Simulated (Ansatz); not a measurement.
Mulliken charges of `OP1[SiH2]C[Se]1` from PBE/def2-TZVPP in Ansatz (PBE0-D4/def2-TZVP geometry).

```csv
atom,x (Å),y (Å),z (Å),charge (e)
O1,-1.859,0.889,0.888,-0.298
P2,-1.660,-0.421,-0.117,0.026
Si3,0.474,-0.906,0.491,0.252
C4,1.209,0.374,-0.671,-0.266
Se5,-0.381,0.357,-1.851,-0.050
H6,-2.736,1.268,0.770,0.186
H7,0.803,-0.788,1.940,-0.064
H8,0.796,-2.277,0.018,-0.048
H9,2.105,0.086,-1.220,0.124
H10,1.332,1.368,-0.245,0.137
```

Question: By hand: the dipole of these point charges (1 e Å = 4.8032 D).

Answer: Σ q r = (0.173, -0.028, -0.040) e Å, of length 0.180 e Å = 0.86 D.

Question: How does the dipole of the full density compare? (Estimate.)

Answer: The calculation gave: (0.051, 0.140, 0.117) e Å, 0.91 D; the point charges give 0.95 times that, at 90° from its direction.

Point charges leave out the atoms' own dipoles, such as those of lone pairs, and Mulliken's split depends on the basis, so the two needn't agree.
